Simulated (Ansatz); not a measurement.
`[I][SnH]1[CH2][CH2]1`, relaxed with RKS PBE-D4/def2-SVP in the Gaussian-basis code of Ansatz from a rough embedded geometry. The force threshold is 0.03 eV/Å; the program also tests the step.

The species carries charge 0 and has multiplicity 1. I, Sn: def2 effective core potential.

Start:

```xyz
9

I    -2.217   -1.094    2.244
Sn    0.028    0.143    1.320
C    -0.140    0.820   -0.715
C     0.314   -0.466   -0.723
H     1.562   -0.116    2.103
H     0.649    1.589   -1.022
H    -1.183    1.011   -1.093
H    -0.434   -1.229   -1.067
H     1.422   -0.658   -1.046
```

Question: By how much does the energy fall, and how many steps does the optimiser take? (Best estimate.)

Answer: Computed: 39.39 kcal/mol, in 12 steps.

Question: Which bonds change most? (Best estimate.)

Answer: Ansatz gave: Sn2–C3 from 2.151 to 2.621 Å; I1–Sn2 from 2.725 to 2.815 Å; C4–H9 from 1.170 to 1.101 Å; Sn2–H5 from 1.741 to 1.807 Å.

Question: Give the relaxed structure. (Best estimate.)

Answer: Ansatz gave: 
```xyz
9

I    -2.214   -0.936    2.024
Sn    0.077    0.672    1.725
C    -0.139    0.786   -0.885
C     0.455   -0.447   -0.826
H     1.225   -0.717    1.599
H     0.436    1.692   -1.139
H    -1.237    0.886   -0.855
H    -0.140   -1.361   -0.668
H     1.539   -0.574   -0.976
```
